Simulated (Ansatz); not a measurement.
Geometry optimisation, RKS r2SCAN-D4/STO-3G in Ansatz 0.2.0.

Input:

```yaml
crystal:
  periodic: [false, false, false]
  atoms:
    - { symbol: C, position_ang: [-2.3333, 0.9064, 0.5905] }
    - { symbol: C, position_ang: [-0.9702, 0.5344, 0.8208] }
    - { symbol: F, position_ang: [-0.4895, 0.8456, 2.0296] }
    - { symbol: C, position_ang: [-0.0624, -0.0657, -0.0611] }
    - { symbol: "N", position_ang: [-0.5457, -0.4648, -1.3318] }
    - { symbol: "N", position_ang: [1.1578, -0.3313, 0.3417] }
    - { symbol: Si, position_ang: [2.6426, -0.6567, -0.4274] }
    - { symbol: H, position_ang: [-3.0221, 0.317, 1.1302] }
    - { symbol: H, position_ang: [-2.5224, 1.994, 0.9753] }
    - { symbol: H, position_ang: [-2.6641, 0.9309, -0.4528] }
    - { symbol: H, position_ang: [-0.0331, -1.266, -1.6133] }
    - { symbol: H, position_ang: [-1.5264, -0.6199, -1.3637] }
    - { symbol: H, position_ang: [1.2798, 0.0726, 1.2507] }
    - { symbol: H, position_ang: [3.5072, -1.222, 0.5964] }
    - { symbol: H, position_ang: [2.3794, -1.6472, -1.5222] }
    - { symbol: H, position_ang: [3.1795, 0.6502, -0.9187] }
basis:
  gaussian: { orbitals: STO-3G }
hamiltonian:
  xc: r2scan
  dispersion: d4
relax:
  f_tol: 0.02
  max_steps: 50
```

Run as:

```bash
$ ansatz run input.yaml --threads 1 --pin off --max-ram 2048MiB --backend cpu --events-out ev --progress --plain --runs-dir out
```

Q: Where does it end, and by what steps?

A: The run converged. The force dipped under the threshold on the way, but the program's further checks kept it going. Limits of this set-up: minimal basis. After 27 steps the energy has fallen by 1.472 eV; H9 moved furthest, 0.83 Å.

| step | energy less start (eV) | largest force component (eV/Å) | accepted |
| --- | --- | --- | --- |
| 0 | 0.0000 | 7.884 | yes |
| 1 | -1.1628 | 2.348 | yes |
| 2 | -1.3329 | 0.484 | yes |
| 3 | -1.3735 | 0.575 | yes |
| 4 | -1.4238 | 0.376 | yes |
| 5 | -1.4445 | 0.291 | yes |
| 6 | -1.4530 | 0.192 | yes |
| 7 | -1.4560 | 0.118 | yes |
| 8 | -1.4586 | 0.048 | yes |
| 9 | -1.4595 | 0.036 | yes |
| 10 | -1.4606 | 0.050 | yes |
| 11 | -1.4590 | 0.355 | no |
| 12 | -1.4588 | 0.168 | no |
| 13 | -1.4619 | 0.012 | yes |
| 14 | -1.4638 | 0.116 | yes |
| 15 | -1.4643 | 0.196 | yes |
| 16 | -1.4662 | 0.102 | yes |
| 17 | -1.4656 | 0.225 | no |
| 18 | -1.4674 | 0.023 | yes |
| 19 | -1.4690 | 0.016 | yes |
| 20 | -1.4640 | 0.409 | no |
| 21 | -1.4699 | 0.023 | yes |
| 22 | -1.4702 | 0.133 | yes |
| 23 | -1.4710 | 0.050 | yes |
| 24 | -1.4714 | 0.031 | yes |
| 25 | -1.4717 | 0.055 | yes |
| 26 | -1.4719 | 0.023 | yes |
| 27 | -1.4719 | 0.006 | yes |

```xyz
16
Properties=species:S:1:pos:R:3
C -2.338 0.998 0.544
C -0.949 0.457 0.889
F -0.500 0.711 2.178
C -0.111 -0.241 0.063
N -0.294 -0.435 -1.379
N 1.125 -0.795 0.559
Si 2.570 -0.545 -0.456
H -2.980 0.977 1.439
H -2.309 2.040 0.178
H -2.817 0.380 -0.231
H -0.286 -1.481 -1.546
H -1.286 -0.148 -1.595
H 1.223 -0.430 1.539
H 3.702 -0.871 0.383
H 2.515 -1.454 -1.578
H 2.712 0.815 -0.944
```

Whether the end is a true minimum wasn't checked by a vibrational analysis.

Time of the run: 3.4 min on 1 thread of Arm Neoverse V1, with other jobs on the host, peak memory 0.18 GiB.
